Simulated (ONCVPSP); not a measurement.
**Building the ONCV potential for Re (Z = 75) (PBE, fully relativistic).**

ONCVPSP 4.0.1 input, shortened (lines: element, Z, core and valence counts, functional; n l f; lmax; l rc ep ncon nbas qcut; lloc lpopt rc5 dvloc0; l nproj debl; icmod fcfact rcfact), PBE, fully relativistic:

```
  Re 75.00   10    5        4      upf
    1    0    2.00
    2    0    2.00
    2    1    6.00
    3    0    2.00
    3    1    6.00
    3    2   10.00
    4    0    2.00
    4    1    6.00
    4    2   10.00
    4    3   14.00
    5    0    2.00
    5    1    6.00
    5    2    5.00
    6    0    1.00
    6    1    1.00
    2
    0    1.45    0.00    5    8    6.60
    1    2.35    0.00    3    6    8.00
    2    2.35    0.00    5   10    5.40
    4    5    1.05    0.00
    0    2    1.60
    1    2    0.60
    2    1    2.50
    3    3.75    1.15
```

Open shells are filled in proportion to 2j + 1.

All-electron outer shells of the reference configuration (PBE, scalar-relativistic, ld1.x):

| shell | level (eV) | outermost node (bohr) | outermost maximum (bohr) |
| --- | --- | --- | --- |
| 4d | -257.02 | 0.21 | 0.44 |
| 5s | -86.95 | 0.52 | 0.93 |
| 5p | -48.72 | 0.56 | 1.06 |
| 4f | -44.00 | – | 0.41 |
| 6s | -7.07 | 1.24 | 2.51 |
| 5d | -6.90 | 0.62 | 1.41 |
| 6p | -2.12 | 1.48 | 3.52 |

(1) Estimate the cutoffs (Ha) at which the residual kinetic energy of the hardest occupied pseudo-wave falls to 1 and 0.1 mHa per electron.

(2) Does the potential have ghost states?

(3) Which valence shell sets the plane-wave cutoff?

(4) Tests: 5s2 5p6 5d5 6s2 6p0; 5s2 5p6 5d5 6s1 6p0; 5s2 5p6 5d5 6s0 6p0; 5s2 5p6 5d5 6s1.5 6p0. Which has the largest error in its energy relative to the reference configuration, and how large is it?

Answers

(1) 61 Ha and 79 Ha.

(2) No bound ghost flagged; GHOST(+) flagged for s at 97.0 eV.

(3) 5s: 61 Ha for 1 mHa per electron, against 23 Ha for 6s.

(4) 5s2 5p6 5d5 6s0 6p0, with +4.7 meV (all-electron minus pseudo) on +20.84 eV.
